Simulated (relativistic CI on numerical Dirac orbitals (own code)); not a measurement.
Energy levels of Hg+

Calculated at this level of theory: Dirac-Coulomb-Breit CI, separate exchange-only KLI orbitals for each configuration, QED by a radiative potential, valence Slater integrals scaled by 0.85, configuration energies shifted to the measured levels that pair with them (semi-empirical) (own radial code, finite nucleus).

CI space (outside the closed core [Xe] 4f14): 5d¹⁰6s, 5d⁹6s², 5d¹⁰6p, 5d⁹6s6p, 5d¹⁰7s, 5d¹⁰6d, 5d¹⁰7p, 5d¹⁰5f, 5d⁸6s6p², 5d¹⁰8s, 5d¹⁰7d, 5d¹⁰8p, 5d⁸6s²6p, 5d¹⁰5g, 5d¹⁰6f, 5d⁹6p², 5d¹⁰8d, 5d¹⁰7f, 5d⁹6s7p, 5d⁹6s7s, 5d⁹6s8s, 5d⁹6s5f, 5d⁹6s7d, 5d⁹6s6d, 5d⁹6s8p, 5d⁹6s5g, 5d⁹6s6f, 5d⁸6s6d², 5d⁹6s8d. Levels of other configurations are missing.

The lowest level is 5d¹⁰6s ²S1/2, with 99 % of that term; Hund's rules for 5d¹⁰6s give ²S with J = 1/2, in agreement.

| No. | Configuration | Term | J | E (cm⁻¹) | % | Next component (%) | Landé g | jj configuration (%) |
| --- | --- | --- | --- | --- | --- | --- | --- | --- |
| 1 | 5d¹⁰6s | ²S | 1/2 | 0.0 | 99 | 1 5d⁹6p² ²S | 2.002 | 6s (99) |
| 2 | 5d⁹6s² | ²D | 5/2 | 35856.4 | 97 | 2 5d⁹6p² ²D | 1.200 | 5d5/2^5 (97) |
| 3 | 5d⁹6s² | ²D | 3/2 | 50214.0 | 97 | 2 5d⁹6p² ²D | 0.799 | 5d3/2^3 5d5/2^6 (97) |
| 4 | 5d¹⁰6p | ²P° | 1/2 | 52058.3 | 97 | 2 5d⁹6s6p ²P° | 0.665 | 6p1/2 (97) |
| 5 | 5d¹⁰6p | ²P° | 3/2 | 60036.5 | 97 | 3 5d⁹6s6p ²P° | 1.334 | 6p3/2 (97) |
| 6 | 5d⁹6s6p | ⁴P° | 5/2 | 80688.6 | 76 | 18 ⁴D° | 1.525 | 5d5/2^5 6s 6p1/2 (86) |
| 7 | 5d⁹6s6p | ⁴F° | 7/2 | 85539.1 | 61 | 22 ⁴D° | 1.263 | 5d5/2^5 6s 6p1/2 (81) |
| 8 | 5d⁹6s6p | ⁴F° | 5/2 | 86249.1 | 44 | 40 ²F° | 1.025 | 5d5/2^5 6s 6p1/2 (79) |
| 9 | 5d⁹6s6p | ⁴P° | 3/2 | 87420.1 | 43 | 26 ⁴D° | 1.351 | 5d5/2^5 6s 6p1/2 (66) |
| 10 | 5d⁹6s6p | ⁴F° | 9/2 | 91139.4 | 99 |  | 1.334 | 5d5/2^5 6s 6p3/2 (99) |
| 11 | 5d⁹6s6p | ⁴F° | 3/2 | 94480.4 | 48 | 29 ⁴P° | 0.902 | 5d5/2^5 6s 6p3/2 (53) |
| 12 | 5d⁹6s6p | ⁴D° | 7/2 | 95513.9 | 72 | 18 ²F° | 1.359 | 5d5/2^5 6s 6p3/2 (97) |
| 13 | 5d¹⁰7s | ²S | 1/2 | 95714.2 | 100 |  | 2.002 | 7s (100) |
| 14 | 5d⁹6s6p | ⁴D° | 5/2 | 95946.8 | 40 | 25 ²D° | 1.237 | 5d5/2^5 6s 6p3/2 (86) |
| 15 | 5d⁹6s6p | ⁴P° | 1/2 | 96463.8 | 52 | 24 ⁴D° | 1.547 | 5d5/2^5 6s 6p3/2 (65) |
| 16 | 5d⁹6s6p | ²D° | 3/2 | 98010.2 | 50 | 39 ⁴F° | 0.719 | 5d3/2^3 5d5/2^6 6s 6p1/2 (65) |
| 17 | 5d⁹6s6p | ⁴F° | 5/2 | 101854.8 | 41 | 31 ²F° | 1.021 | 5d3/2^3 5d5/2^6 6s 6p1/2 (69) |
| 18 | 5d⁹6s6p | ²P° | 3/2 | 105008.9 | 67 | 23 ⁴D° | 1.274 | 5d3/2^3 5d5/2^6 6s 6p1/2 (64) |
| 19 | 5d¹⁰6d | ²D | 3/2 | 105054.1 | 99 |  | 0.800 | 6d3/2 (99) |
| 20 | 5d¹⁰6d | ²D | 5/2 | 105473.8 | 99 |  | 1.200 | 6d5/2 (99) |
| 21 | 5d⁹6s6p | ⁴D° | 1/2 | 105480.1 | 53 | 33 ²P° | 0.351 | 5d3/2^3 5d5/2^6 6s 6p1/2 (55) |
| 22 | 5d⁹6s6p | ⁴P° | 1/2 | 105938.1 | 44 | 36 ²P° | 1.461 | 5d3/2^3 5d5/2^6 6s 6p3/2 (75) |
| 23 | 5d⁹6s6p | ²P° | 3/2 | 108335.9 | 31 | 26 5d¹⁰7p ²P° | 1.245 | 5d3/2^3 5d5/2^6 6s 6p3/2 (31) |
| 24 | 5d⁹6s6p | ²F° | 7/2 | 108346.0 | 69 | 27 ⁴F° | 1.175 | 5d3/2^3 5d5/2^6 6s 6p3/2 (65) |
| 25 | 5d⁹6s6p | ⁴D° | 3/2 | 109123.9 | 29 | 25 ²P° | 1.284 | 5d3/2^3 5d5/2^6 6s 6p3/2 (57) |
| 26 | 5d¹⁰7p | ²P° | 1/2 | 109758.1 | 85 | 11 5d⁹6s6p ²P° | 0.650 | 7p1/2 (85) |
| 27 | 5d⁹6s6p | ²D° | 5/2 | 110104.9 | 45 | 37 ⁴D° | 1.244 | 5d3/2^3 5d5/2^6 6s 6p3/2 (83) |
| 28 | 5d⁹6s6p | ²F° | 7/2 | 112567.7 | 88 | 3 ⁴D° | 1.155 | 5d5/2^5 6s 6p3/2 (56) |
| 29 | 5d⁹6s6p | ²D° | 5/2 | 114236.9 | 74 | 16 ²F° | 1.147 | 5d5/2^5 6s 6p3/2 (64) |
| 30 | 5d¹⁰7p | ²P° | 3/2 | 114786.0 | 48 | 42 5d⁹6s6p ²P° | 1.315 | 7p3/2 (48) |

Energies count from the lowest computed level; ° marks odd parity. Filled j subshells are mostly left out of the jj labels.

The mean weight of the leading LS term, summed over parents, in these 30 levels is 68 %, and that of the leading jj configuration (from the same eigenvectors) 77 %.

Configurations whose levels could be paired with our table of measured levels were shifted onto them, all but the ground configuration, by the median error of their levels; single terms can still be off by 1,000 to 2,000 cm⁻¹ or more, and rates follow the energies as ν³ (E1, M1) or ν⁵ (E2). The others borrow a shift and can be off by several thousand cm⁻¹ or more. The fine structure of a lone outer electron comes out too small, for d and f at times inverted, and misplaced configurations move strength between like terms. 11 of the 20 excited levels that our extract of the measured tables holds in this range could be paired (the sources list more); they are missed by 354 cm⁻¹ on average and 1460 at most, after the shifts were fitted to these levels, and levels without a partner can miss by more.

LS names give the leading component of a level, which can be under half, so a name can repeat, a term be missing and a line seem to break the LS rules.
